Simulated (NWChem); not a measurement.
System: C2H6O2Si; SMILES O[SiH]1COC1

```xyz
11

O     -0.5403    -2.0291     0.0000
Si     0.3550    -0.6068     0.0000
C     -0.1022     0.8476    -1.1393
O      0.1320     1.7213     0.0000
C     -0.1022     0.8476     1.1393
H     -0.0287    -2.8553     0.0000
H      1.8289    -0.9329     0.0000
H     -1.1679     0.8709    -1.4747
H      0.5428     1.1442    -1.9924
H      0.5428     1.1442     1.9924
H     -1.1679     0.8709     1.4747
```
Atoms are numbered in this order, from 1.

Level: PBE-D3(BJ)/def2-SVP (NWChem), optimised geometry, unscaled harmonic frequencies. 

```
frequency (cm⁻¹)  IR intensity (km/mol)
----------------  ---------------------
97                                  8.5
105                                79.0
260                                15.0
267                                 1.9
417                                 2.6
577                                 7.9
674                                53.9
676                                32.6
743                               152.8
797                                39.0
813                                51.8
836                                46.1
881                                 8.8
951                               114.9
989                               110.9
1117                                2.9
1153                                6.2
1171                                0.0
1204                                4.8
1391                                0.0
1417                                2.4
2130                              162.2
2916                               50.5
2924                               47.0
3031                               17.9
3032                               19.4
3781                               91.1
```

The zero-point energy is 49.1 kcal/mol. The thermal correction to the enthalpy at 298.15 K (with zero-point energy) comes out as 53.8 kcal/mol. The heat capacity Cv comes out as 22.7 cal/(mol K) and the entropy at 298.15 K and 1 atm (symmetry number 1) comes out as 79.0 cal/(mol K). The dipole moment is 2.34 D.

Rigid rotor and harmonic oscillator; modes under 100 cm⁻¹ make the entropy uncertain.
